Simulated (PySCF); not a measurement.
**Working out the ionisation energy of Bi⁺**

Bi⁺ [Xe] 4f14 5d10 6s2 6p2 (3P) → Bi²⁺ [Xe] 4f14 5d10 6s2 6p1 (2P). All numbers are calculated (PySCF 2.14, scalar relativity through the core potential, in aug-cc-pVDZ-PP with ECP60MDF (5s4p3d, 32 functions)). Frozen: 5s2 5p6 5d10. Energies in hartree (1 hartree = 27.21139 eV):

| part | Bi⁺ (lower) | Bi²⁺ (upper) |
| --- | --- | --- |
| UHF | -213.288739 | -212.726459 |
| MP2 opposite-spin | -0.023940 | -0.020639 |
| MP2 same-spin | -0.005442 | -0.001725 |

Problem. What does Hartree-Fock give?

Solution. (-212.726459) − (-213.288739) = 0.562280 hartree = 15.300 eV.

Problem. What do MP2 and SCS-MP2 (6/5 opposite-spin, 1/3 same-spin) give?

Solution. The opposite-spin parts differ by 0.090 eV and the same-spin parts by 0.101 eV. MP2: 15.300 + (0.090) + (0.101) = 15.491 eV. SCS-MP2: 15.300 + 1.2 × (0.090) + (0.101)/3 = 15.442 eV.

Reference: 16.703 eV (measured; NIST Atomic Spectra Database, ionization energies), between the lowest levels; spin-orbit coupling is absent from the calculation.

A double-zeta basis recovers only part of the correlation energy.

What remains against the reference includes basis incompleteness, the frozen core and correlation beyond second order.
